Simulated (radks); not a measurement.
Results of a calculation; reference values are marked as such.
Rh+, 44 electrons, occupied as [Kr] 4d7 5s0.5 5p0.5 (fractional occupations, a model configuration). Level of theory: Dirac Kohn-Sham, PBEsol, spin-unpolarised, spherical densities, finite nucleus; open shells are shared between the two j in proportion to 2j + 1; Fermi nuclear charge, rms radius 4.4945 fm (a radial shooting solver on a logarithmic mesh with Libxc functionals). Some entries of the table are withheld. Estimate them.

orbital      occ.  eigenvalue (eV)  r(max) (bohr)  <1/r> (bohr^-1)
1s1/2           2        -23024.55        0.02118            47.03
2s1/2           2        -3348.331         0.1200            10.78
2p1/2           2        -3101.652        0.09295            10.77
2p3/2           4        -2957.168        0.09703            10.17
3s1/2           2        -608.4909         0.3518            3.741
3p1/2           2              (1)         0.3384            3.645
3p3/2           4              (2)         0.3481            3.501
3d3/2           4        -315.9628         0.2896            3.330
3d5/2           6        -311.0574         0.2924            3.292
4s1/2           2         -94.8056            (3)            1.413
4p1/2           2         -65.3620         0.9259            1.292
4p3/2           4         -61.4039         0.9507            1.247
4d3/2         2.8         -17.6392            (4)           0.9203
4d5/2         4.2         -17.2022            (5)           0.9085
5s1/2         0.5         -12.5996          2.425              (6)
5p1/2    0.166667          -7.6549          2.964           0.3590
5p3/2    0.333333          -7.3705          3.055           0.3480

Answer. 
(1) 3p1/2 eigenvalue (eV): -511.9383
(2) 3p3/2 eigenvalue (eV): -487.0765
(3) 4s1/2 r(max) (bohr): 0.8805
(4) 4d3/2 r(max) (bohr): 1.126
(5) 4d5/2 r(max) (bohr): 1.137
(6) 5s1/2 <1/r> (bohr^-1): 0.4544
